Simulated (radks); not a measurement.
The numbers below are computed, except where a source is named.
Code: a radial shooting solver on a logarithmic mesh with Libxc functionals. Model: Dirac Kohn-Sham, PBE, spin-unpolarised, spherical densities, finite nucleus; open shells are shared between the two j in proportion to 2j + 1; Fermi nuclear charge, rms radius of each element as measured or else 0.836 A^(1/3) + 0.57 fm. Each species is in its NIST ground configuration. Rank B3+, Al3+, In3+, Tl3+, Ga3+ by radius at which the density is 0.001 e/bohr^3 (bohr), largest first.

Answer. Tl3+ 3.21, In3+ 2.98, Ga3+ 2.58, Al3+ 1.98, B3+ 1.23.
